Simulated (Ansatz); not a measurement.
Geometry optimisation, Ansatz 0.2.0, RKS r2SCAN-D4/def2-SVP.

input.yaml

```yaml
crystal:
  periodic: [false, false, false]
  atoms:
    - { symbol: W, position_ang: [-0.366108, 0.051614, -0.541949] }
    - { symbol: Cl, position_ang: [1.170265, -0.164728, 2.685021] }
    - { symbol: H, position_ang: [1.724629, 0.07982, 1.491993] }
    - { symbol: H, position_ang: [0.487448, 1.495831, -0.267707] }
    - { symbol: H, position_ang: [-1.78306, -0.008207, 0.394437] }
    - { symbol: H, position_ang: [0.656338, -1.292415, -0.334369] }
    - { symbol: H, position_ang: [-0.668213, -0.161916, -2.206125] }
basis:
  gaussian: { orbitals: def2-SVP }
hamiltonian:
  xc: r2scan
  dispersion: d4
relax:
  f_tol: 0.03
  max_steps: 50
```

Launched with:

```bash
$ ansatz run input.yaml --threads 1 --pin off --max-ram 2048MiB --backend cpu --events-out ev --progress --plain --runs-dir out
```

**Question.** Where does it end, and by what steps?

**Answer.** The forces met the threshold. After 16 steps the energy has fallen by 3.102 eV; H3 moved furthest, 1.25 Å. Parted: Cl2–H3 (1.34 → 2.53 Å). Joined: W1–Cl2 (3.58 → 2.33 Å), W1–H3 (2.92 → 1.66 Å).

| step | energy less start (eV) | largest force component (eV/Å) | accepted |
| --- | --- | --- | --- |
| 0 | 0.0000 | 1.101 | yes |
| 1 | -0.1133 | 0.469 | yes |
| 2 | -0.1568 | 0.215 | yes |
| 3 | -0.3023 | 1.350 | yes |
| 4 | -0.4780 | 2.399 | yes |
| 5 | -0.7755 | 2.608 | yes |
| 6 | -1.1672 | 1.911 | yes |
| 7 | -1.6496 | 1.430 | yes |
| 8 | -1.9530 | 2.519 | yes |
| 9 | -2.3126 | 1.046 | yes |
| 10 | -2.4621 | 1.285 | yes |
| 11 | -2.7211 | 1.288 | yes |
| 12 | -3.0068 | 1.014 | yes |
| 13 | -3.0707 | 0.488 | yes |
| 14 | -3.0999 | 0.074 | yes |
| 15 | -3.1011 | 0.091 | yes |
| 16 | -3.1017 | 0.008 | yes |

```xyz
7
Properties=species:S:1:pos:R:3
W -0.011 0.045 0.211
Cl 0.710 -1.131 2.083
H 1.210 1.000 0.816
H 0.541 1.342 -0.734
H -1.616 0.347 0.722
H 0.359 -1.456 -0.403
H 0.028 -0.148 -1.474
```

Whether the end is a true minimum wasn't checked by a vibrational analysis.

Run time: 44 s on 1 thread of Intel(R) Xeon(R) 6975P-C (Granite Rapids), on a shared host, peak memory 0.18 GiB.
